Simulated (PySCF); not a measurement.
Species: C3H10FSi2 (doublet state).
Structure used (GFN2-xTB), in Å, numbered top down from 1:
```xyz
16
C3H10FSi2 angstrom
C     -1.856    0.687    0.864
Si    -1.375   -1.085    0.395
C      0.242   -0.994   -0.675
C      1.379   -0.522    0.112
F      1.918   -1.487    0.914
Si     2.019    1.204    0.333
H     -2.788    0.705    1.420
H     -1.091    1.152    1.480
H     -1.987    1.309   -0.018
H     -2.407   -1.716   -0.438
H     -1.106   -1.907    1.577
H      0.430   -1.999   -1.055
H      0.074   -0.321   -1.513
H      3.476    1.222    0.172
H      1.355    1.997   -0.703
H      1.709    1.765    1.659
```

The hyperfine couplings belong to this conformer and change with its torsions.

Identity: `C[SiH2]C[C](F)[SiH3]` [radical].

Theory: UKS B3LYP, pcH-1 on C F H Si, non-relativistic, mean-field spin-orbit, GIAO (PySCF 2.14.0). Isolated species at its GFN2-xTB geometry (one conformer only). Couplings are sensitive to structure, and on GFN2-xTB geometries they can be far from those on DFT ones. The SCF solution wasn't tested for stability.

Principal values of hyperfine tensors in MHz (contact, dipolar and spin–orbit terms together), for some of the nuclei:

```
atom  isotope       A1       A2       A3
 Si2     29Si  -135.31  -103.09  -102.07
  C4      13C    20.50    23.55   245.35
 H16       1H    67.19    68.71    75.24
 H12       1H    64.78    65.78    77.52
 H14       1H    45.71    46.91    54.47
 Si6     29Si    42.00    42.08    47.88
  C3      13C   -30.78   -27.11   -23.11
 H13       1H    17.19    17.48    29.81
```

Give the isotropic coupling of each nucleus in MHz and in mT (g = 2.0039), and the anisotropic part.

a_iso is a third of the trace, T = A − a_iso, and a(mT) = a(MHz)/(g × 13.996). The tensors hold a spin–orbit part: the run splits a_iso into a_FC + a_SO, and T includes its anisotropic share.

```
atom  a_iso (MHz)     a_FC   a_SO  a_iso (mT)      T1      T2      T3
 Si2      -113.49  -113.64   0.14      -4.047  -21.82   10.40   11.42
  C4        96.47    96.42   0.05       3.440  -75.97  -72.92  148.89
 H16        70.38    70.38   0.00       2.509   -3.19   -1.67    4.86
 H12        69.36    69.35   0.01       2.473   -4.58   -3.58    8.16
 H14        49.03    49.03   0.00       1.748   -3.32   -2.12    5.44
 Si6        43.98    44.04  -0.05       1.568   -1.99   -1.91    3.89
  C3       -27.00   -27.02   0.02      -0.963   -3.78   -0.11    3.89
 H13        21.50    21.49   0.01       0.766   -4.30   -4.01    8.31
```

What spin density at the nucleus of Si2 lies behind its contact coupling (g_N = -1.11058)?

a_FC = (2μ0/3) gₑ μB g_N μN ρ(0)/(2S·h) = 800.24 MHz × g_N × ρ(0)/(2S), with ρ in bohr⁻³. With a_FC = -113.64 MHz and 2S = 1, ρ(0) = 0.1279 bohr⁻³. The nuclear moment is negative, so coupling and spin density have opposite signs.

F5 (19F, g_N = 5.25774) isn't in the table. Its spin density at the nucleus is 0.03003 bohr⁻³. What is its contact coupling?

By the same relation, a_FC = 126.3 MHz. The spin–orbit term adds +0.52 MHz. Its full tensor has the principal values -98.58, -68.72, 547.91 MHz.

Which nucleus of the table has the largest anisotropic coupling, and what is its form?

C4: -76.0, -72.9, 148.9 MHz (the dipolar term alone has -75.8, -73.2, 148.9), nearly axial, close to the ratio −1:−1:+2, the form that spin in one p orbital centred on that nucleus gives.

What first-order splitting does C4 cause when the field lies along A1, A2 or A3 of its tensor (g taken as isotropic, no quadrupole term)?

2 lines (I = 1/2), spaced by |A_i|/(g × 13.996): 0.73, 0.84, 8.75 mT along the axes of A1, A2 and A3.
